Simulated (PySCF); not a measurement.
# Löwdin shares of the frontier orbitals

Species: C6H10BPS.
Structure used (PBE0-D3(BJ)/def2-SVP), in Å, numbered top down from 1:
```xyz
19
C6H10BPS angstrom
C     -2.613   -1.017   -0.314
B     -1.216   -0.443    0.120
C     -1.010    1.089    0.397
P      0.185   -1.684    0.487
C      1.743   -0.857    0.031
C      2.393    0.087    0.889
C      3.563    0.566    0.364
S      3.903   -0.131   -1.166
C      2.463   -1.068   -1.121
H     -2.792   -0.670   -1.349
H     -2.710   -2.113   -0.307
H     -3.429   -0.579    0.286
H     -0.991    1.238    1.493
H     -0.042    1.464    0.027
H     -1.822    1.717    0.001
H      0.035   -2.585   -0.602
H      2.005    0.388    1.864
H      4.251    1.286    0.806
H      2.215   -1.724   -1.955
```

Level of theory: PySCF 2.14.0, density-fitted response routines, TDDFT CAM-B3LYP/def2-SVPD, vertical, gas phase, core orbitals frozen in the response.

Kohn–Sham orbitals with the atoms that hold most of them (Löwdin shares over 4%, at most four atoms; ? is withheld):

```tsv
orbital	ε (eV)	atoms
HOMO-3	-10.11	P4 24%, B2 18%, C1 13%, C5 10%
HOMO-2	-9.17	P4 26%, S8 22%, C5 20%, C9 8%
HOMO-1	-8.37	?
HOMO	-7.46	P4 34%, C5 14%, C9 13%, B2 11%
LUMO	?	?
LUMO+1	0.60	S8 18%, C9 17%, C7 15%, B2 10%
LUMO+2	0.90	B2 37%, S8 10%, C1 6%, H16 5%
```

(1) Which atoms hold the LUMO, and with what shares?

(2) Give the leading atoms of the HOMO-1.

(3) What is the LUMO energy, and the HOMO–LUMO gap?

## Answers

(1) B2 (bonded to 2 C and P) 30%; P4 (bonded to B, C and H) 14%; C1 (bonded to B and 3 H) 8%; C3 (bonded to B and 3 H) 8%. By element: boron 30%, carbon 16% or more, phosphorus 14%.

(2) C6 (bonded to 2 C and H) 26%; C7 (bonded to C, S and H) 23%; S8 (bonded to 2 C) 18%; C9 (bonded to C, S and H) 18%. By element: carbon 67% or more, sulfur 18%.

(3) ε(LUMO) = 0.16 eV; the gap is 7.62 eV (0.2802 hartree).

Q: How does S1 compare with the orbital gap of 7.62 eV?

A: S1 is at 4.62 eV (f = 0.078), 3.00 eV below the gap, made of HOMO→LUMO (88%). Without the coupling terms of the response equations the lowest excitation would equal the gap.

Q: Give energy, strength and leading configuration of S1 and S2, and follow the Löwdin shares of the leading atoms from the occupied to the empty orbital.

A: 
- S1 (4.62 eV, f 0.078), HOMO→LUMO (88%): P4 34% → 14%, C5 14% → at most 8%, B2 11% → 30%
- S2 (5.27 eV, f 0.084), HOMO→LUMO+1 (88%): P4 34% → at most 11%, C5 14% → at most 11%, S8 at most 11% → 18%, C9 13% → 17%

Löwdin shares depend on the basis, the more so with diffuse functions.

Hardware: one thread, AMD EPYC 9R14 (x86_64), no GPU, on a shared host. Cost: 3.5 min, 1.4 GiB resident at most.

One conformer stands for the species.
